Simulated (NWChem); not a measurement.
System: CH₄CaN₂S

Input file for NWChem:

```
start job
memory heap 200 mb stack 900 mb global 1100 mb
geometry units angstroms noautoz
  Ca    -0.118991     0.242708    -0.351053
  S      0.035731     2.849834    -0.347095
  H     -1.228659     3.032927     0.099176
  C     -0.279877    -2.410597    -0.365751
  N      0.841334    -1.814694    -0.741129
  N     -1.320451    -1.686583     0.017858
  H     -0.347582    -3.517356    -0.372667
  H      1.572144    -2.461376    -1.014135
  H     -2.124985    -2.242752     0.282966
end
basis spherical
  * library 6-31+g*
end
dft
  xc pbe0
  iterations 150
  vectors input atomic output neutral.movecs
end
task dft energy
charge 1
dft
  odft
  mult 2
  vectors input atomic output cation.movecs
end
task dft energy
charge -1
dft
  odft
  mult 2
  vectors input atomic output anion.movecs
end
task dft energy
```

Excerpt of the output:

```
             Northwest Computational Chemistry Package (NWChem) 7.3.0
             --------------------------------------------------------

 C1  symmetry detected

                             Geometry "geometry" -> ""
                             -------------------------

 Output coordinates in angstroms (scale by  1.889725989 to convert to a.u.)

  No.       Tag          Charge          X              Y              Z
 ---- ---------------- ---------- -------------- -------------- --------------
    1 Ca                  20.0000     0.02369667     0.13921266     0.00333395
    2 S                   16.0000     0.04880801     2.75080288    -0.00180982
    3 H                    1.0000    -1.29900457     2.87231070    -0.00194000
    4 C                    6.0000    -0.00155905    -2.51887958    -0.00263015
    5 N                    7.0000     1.15216224    -1.86922836    -0.00072908
    6 N                    7.0000    -1.14245266    -1.84619568    -0.00049801
    7 H                    1.0000    -0.01239561    -3.62767086    -0.00605530
    8 H                    1.0000     1.96094629    -2.47970242    -0.00244029
    9 H                    1.0000    -1.96302058    -2.44079101    -0.00291579

 Effective nuclear repulsion energy (a.u.)     278.1160858050

                                 NWChem DFT Module
                                 -----------------

 Summary of "ao basis" -> "ao basis" (spherical)
 ------------------------------------------------------------------------------
       Tag                 Description            Shells   Functions and Types
 ---------------- ------------------------------  ------  ---------------------
 Ca                         6-31+g*                 12       26   6s5p1d
 S                          6-31+g*                 10       22   5s4p1d
 H                          6-31+g*                  2        2   2s
 C                          6-31+g*                  8       18   4s3p1d
 N                          6-31+g*                  8       18   4s3p1d

            General Information
            -------------------
          SCF calculation type: DFT
          Wavefunction type:  closed shell.
          No. of atoms     :     9
          No. of electrons :    60
           Alpha electrons :    30
            Beta electrons :    30
          Charge           :     0
          Spin multiplicity:     1
          Use of symmetry is: off; symmetry adaption is: off
          Maximum number of iterations: 150
          AO basis - number of functions:   110
                     number of shells:    54
          Convergence on energy requested:  1.00D-06
          Convergence on density requested:  1.00D-05
          Convergence on gradient requested:  5.00D-04

              XC Information
              --------------
                         PBE0 Method XC Functional
                     Hartree-Fock (Exact) Exchange  0.250
          PerdewBurkeErnzerhof Exchange Functional  0.750
            Perdew 1991 LDA Correlation Functional  1.000 local
           PerdewBurkeErnz. Correlation Functional  1.000 non-local

             Grid Information
             ----------------
          Grid used for XC integration:  medium
          Radial quadrature: Mura-Knowles
          Angular quadrature: Lebedev.
          Tag              B.-S. Rad. Rad. Pts. Rad. Cut. Ang. Pts.
          ---              ---------- --------- --------- ---------
          Ca                  1.80      112          19.0       590
          S                   1.00       88          16.0       590
          H                   0.35       45          16.0       434
          C                   0.70       49          16.0       434
          N                   0.65       49          15.0       434
          Grid pruning is: on
          Number of quadrature shells:   527
          Spatial weights used:  Erf1

      Superposition of Atomic Density Guess
      -------------------------------------

 Sum of atomic energies:       -1222.41189789

      Non-variational initial energy
      ------------------------------

 Total energy =   -1224.428036
 1-e energy   =   -2228.730185
 2-e energy   =     726.186063
 HOMO         =      -0.335153
 LUMO         =      -0.074860

   convergence    iter        energy       DeltaE   RMS-Dens  Diis-err
 ---------------- ----- ----------------- --------- --------- ---------
 d= 0,ls=0.0,diis     1  -1225.2282030362 -1.50D+03  1.47D-02  8.51D-01
 d= 0,ls=0.0,diis     2  -1225.1974779197  3.07D-02  7.85D-03  1.17D+00
 d= 0,ls=0.0,diis     3  -1225.3302653332 -1.33D-01  1.36D-03  2.75D-02
 d= 0,ls=0.0,diis     4  -1225.3328547797 -2.59D-03  5.87D-04  3.16D-03
 d= 0,ls=0.0,diis     5  -1225.3333528703 -4.98D-04  1.12D-04  1.41D-04
  Resetting Diis
 d= 0,ls=0.0,diis     6  -1225.3333670310 -1.42D-05  4.86D-05  4.32D-05
 d= 0,ls=0.0,diis     7  -1225.3333719579 -4.93D-06  2.90D-05  2.74D-06
 d= 0,ls=0.0,diis     8  -1225.3333714246  5.33D-07  1.71D-05  7.51D-06
 d= 0,ls=0.0,diis     9  -1225.3333723072 -8.83D-07  3.25D-06  1.51D-07

         Total DFT energy =    -1225.333372307218
      One electron energy =    -2235.131744550059
           Coulomb energy =      813.865606306284
    Exchange-Corr. energy =      -82.183319868460
 Nuclear repulsion energy =      278.116085805017

 Numeric. integr. density =       59.999993236025

                       DFT Final Molecular Orbital Analysis
                       ------------------------------------

[...]
```

Level: PBE0/6-31+G* (spherical d), vertical spin-unrestricted ions. Coordinates come from a PBE0/def2-SVP optimisation.
